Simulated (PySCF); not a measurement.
**From computed data to an observable: oscillator strength and radiative lifetime**

Al(Cl)(Br)(OMe) (CH₃AlBrClO), SMILES C[O][Al]([Cl])[Br].

Geometry: TPSSh-D3(BJ)/def2-SVP. The structure was generated by enumeration; whether it is a known compound was not checked. Other conformers were not sampled.

TDDFT-LC-ωPBE/def2-SVPD run with PySCF 2.14.0 puts the first singlet state with f over 0.02 at 6.98 eV (vertical), with the transition dipole (0.024, 0.057, 0.361) in atomic units.

### Question
Find the oscillator strength, the wavelength and the radiative lifetime that this transition would have in vacuum if emission retraced absorption.

### Answer

|μ|² = 0.1341 au, so |μ| = 0.93 D. ΔE = 6.98/27.211 = 0.2565 hartree. f = (2/3) ΔE |μ|² = 0.023 (the program prints 0.023).
λ = 1239.84/6.98 = 178 nm; ν = 56297 cm⁻¹.
Einstein's coefficient A = 0.6670 ν² f s⁻¹ (ν in cm⁻¹) = 4.8e7 s⁻¹, so τ = 1/A = 21 ns. This state is S2; the lower singlet has f = 0.004. The figure is the radiative limit of this one transition; relaxation, internal conversion, crossing to triplets and a medium change what is measured.
